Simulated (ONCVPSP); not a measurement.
# Before and after: ONCV potential for W (Z = 74)

```json
{"Element": "W (Z = 74)", "Generator": "ONCVPSP 4.0.1", "Type": "optimised norm-conserving Vanderbilt (ONCV)", "Functional": "PBE", "Relativity": "scalar-relativistic", "Frozen core": "[Xe] 4f14", "Valence charge": "6", "Reference configuration": "5d5 6s1", "Partial waves": "6s: rc 2.90 bohr, ncon 4, nbas 9, qcut 2.6 1/bohr, 2 projectors, debl 2.3 Ha; p scattering state at 0.16 Ha: rc 2.50 bohr, ncon 4, nbas 7, qcut 3.3 1/bohr, 2 projectors, debl 2.6 Ha; 5d: rc 2.15 bohr, ncon 4, nbas 8, qcut 8.1 1/bohr, 2 projectors, debl 1 Ha", "Local potential": "polynomial inside 1.45 bohr (lpopt 3, dvloc0 6 Ha)", "Core correction": "none"}
```

Change: fully relativistic.

Cutoffs: the cutoffs (Ha) at which the residual kinetic energy of the hardest occupied pseudo-wave falls to 1 and 0.1 mHa per electron; they do not see the model core or the augmentation charge, which bear on the density cutoff. Errors are all-electron minus pseudo energies relative to the spin-unpolarised reference configuration.

Question: How do hardness, ghosts and transferability respond?

Answer: The potential gets neither clearly harder nor softer (15 Ha and 19 Ha → 16 Ha and 20 Ha); both files keep a bound ghost (p); the number of tests with a reliable result goes from 4 to 3; of the 3 tests that both files solve, the error grows in 2 and shrinks in 0 by more than 15 % and 0.3 meV (median size 10.2 → 14.6 meV).

| quantity | base | changed |
| --- | --- | --- |
| cutoff, loose | 15 Ha | 16 Ha |
| cutoff, tight | 19 Ha | 20 Ha |
| loose cutoff by channel | s 2.9 Ha, d 15 Ha | s 2.9 Ha, d 16 Ha |
| bound ghosts | p | p3/2 |
| GHOST(+) flags under 300 eV | s at 62.6 eV | s at 62.5 eV, p1/2 at 96.5 eV |
| tests with a reliable result | 4 of 4 | 3 of 4 |
| error for 5d4 6s2, meV [ΔE -1.54 → -1.53 eV] | -10 | -15 |
| error for 5d4 6s1, meV [ΔE 7.34 → 7.36 eV] | -6.5 | -7.8 |
| error for 5d4 6s0, meV [ΔE 23.02 → 23.04 eV] | +50 | +54 |
| s: phases at 2.95 bohr within 0.05 rad from the reference energy up to (Ha; the scan ends near 5) | 2.2 | 2.2 |

 A true bound ghost makes a file unfit for plane-wave use even where its test errors are small: the radial tests pick states by their node count and pass the ghost by.
